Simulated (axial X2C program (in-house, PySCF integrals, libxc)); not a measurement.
# Excited states of NaBe⁻ by EOM-EE-CCSD

Computed with an in-house all-electron X2C program for linear molecules (integrals from PySCF): two-component X2C with atomic mean-field Coulomb and Gaunt terms, Gaussian nuclei, basis Na dyall-acv3z, Be dyall-acv3z with contracted cores.

R = 3.255 Å (near the PBE0 minimum at charge -1 of the determinant lowest at the starting distance; the state shown can have its own minimum elsewhere).

Hartree–Fock spinors of NaBe⁻ (one of each Kramers pair; a window near the gap, which can cut inner shells):

| ω | occupied | ε (eV) | character |
| --- | --- | --- | --- |
| 1/2 | yes | -5.18 | 76% Be s, 9% Na p, 8% Na s |
| 1/2 | yes | -0.30 | 50% Na s, 36% Be p, 7% Na p |
| 3/2 | no | 1.64 | 100% Na p |
| 1/2 | no | 1.64 | 100% Na p |
| 1/2 | no | 1.68 | 96% Na p, 2% Be p |
| 1/2 | no | 1.82 | 70% Na s, 24% Be p, 3% Na p |
| 1/2 | no | 2.35 | 61% Be p, 34% Na s, 3% Na p |
| 3/2 | no | 2.46 | 96% Be p, 2% Na d |

Vertical excitation energies from the closed-shell determinant state of NaBe⁻:

| Ω | excitation (eV) | cm⁻¹ | hole of the leading pair | particle of the leading pair | weight of the pair (for Ω = 0 its time-reversed partner can hold as much again) | singles weight |
| --- | --- | --- | --- | --- | --- | --- |
| 0⁻ | 0.445 | 3592 | 49% Na sσ, 36% Be pσ, 8% Na pσ | 42% Be pσ, 27% Na sσ, 26% Na pσ | 0.47 | 0.95 |
| 1 | 0.445 | 3592 | 49% Na sσ, 36% Be pσ, 8% Na pσ | 42% Be pσ, 27% Na sσ, 26% Na pσ | 0.95 | 0.95 |
| 0 | 0.544 | 4389 | 50% Na sσ, 36% Be pσ, 8% Na pσ | 49% Na pπ, 48% Be pπ | 0.91 | 0.92 |
| 0 | 0.544 | 4389 | 50% Na sσ, 36% Be pσ, 8% Na pσ | 49% Na pπ, 48% Be pπ | 0.91 | 0.92 |
| 1 | 0.544 | 4390 | 50% Na sσ, 36% Be pσ, 8% Na pσ | 49% Na pπ, 48% Be pπ | 0.46 | 0.92 |
| 2 | 0.545 | 4392 | 50% Na sσ, 36% Be pσ, 8% Na pσ | 49% Na pπ, 48% Be pπ | 0.91 | 0.92 |
| 1 | 0.773 | 6237 | 50% Na sσ, 36% Be pσ, 8% Na pσ | 55% Na pπ, 43% Be pπ | 0.45 | 0.89 |
| 0⁺ | 0.829 | 6688 | 49% Na sσ, 36% Be pσ, 8% Na pσ | 74% Na sσ, 16% Be pσ, 8% Na pσ | 0.45 | 0.90 |
| 0⁻ | 0.859 | 6927 | 50% Na sσ, 36% Be pσ, 8% Na pσ | 89% Na pσ | 0.46 | 0.92 |
| 1 | 0.859 | 6927 | 50% Na sσ, 36% Be pσ, 8% Na pσ | 89% Na pσ | 0.92 | 0.92 |
| 2 | 0.925 | 7459 | 49% Na sσ, 36% Be pσ, 8% Na pσ | 82% Na pπ, 14% Be pπ | 0.91 | 0.91 |

This point took 27 s on 1 thread of Arm Neoverse V2 (shared host).

Reference electrons by ω block (each with its −ω partner): 1/2: 7, 3/2: 1. 12 electrons of NaBe⁻ correlated (inner shells frozen), 88 natural virtual spinors (a truncated set); levels can be off by some tenths of an eV. Roots sought by Ω: (0: 5, 1: 4, 2: 3, 3: 1); the list ends where they run out and leaves out roots under 60 % singles weight. The solver can skip a root, and states that need a further excitation, which the method places far too high, are missing though they may lie low or lowest. T1 of the reference 0.038 (Lee–Taylor). The highest Hartree–Fock level of the anion lies at -0.30 eV; relaxation, partly offset by correlation, puts the detachment threshold some tenths of an eV to over one eV lower in magnitude, and states above it are held by the basis set and are not bound; that holds for every row here. Number of frozen shells: Na 1 s; Be 1 s. Large amplitudes in the reference (orbital relaxation or multireference character) lower the reliability.
